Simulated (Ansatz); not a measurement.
Species: C$_{7}$H$_{14}$OSi, SMILES `O=C[C@@H]1CCC[C@@H]([SiH3])C1` (O–C–C–C torsion 132°) (charge 0, multiplicity 1).

Give a relaxed geometry from Ansatz (a program for electronic structure) with PBE-D3(BJ)/def2-SVP.

One answer among several that fit: the end point of this relaxation, one of several conformers (outside a Z-matrix the atoms follow the SMILES, hydrogens last).
Cartesian coordinates (Å) in one orientation:
```xyz
23

O     -1.589     2.355    -0.597
C     -2.085     1.252    -0.486
C     -1.403    -0.065    -0.815
C     -1.584    -1.075     0.338
C     -0.693    -0.727     1.536
C      0.781    -0.604     1.124
C      0.972     0.431    -0.003
Si     2.797     0.601    -0.514
C      0.070     0.110    -1.214
H     -3.156     1.131    -0.125
H     -1.984    -0.448    -1.690
H     -1.325    -2.089    -0.036
H     -2.653    -1.119     0.642
H     -1.028     0.238     1.980
H     -0.810    -1.493     2.332
H      1.144    -1.599     0.779
H      1.402    -0.337     2.005
H      0.673     1.432     0.381
H      3.643     0.972     0.675
H      3.303    -0.709    -1.066
H      2.958     1.657    -1.576
H      0.417    -0.829    -1.700
H      0.148     0.916    -1.971
```
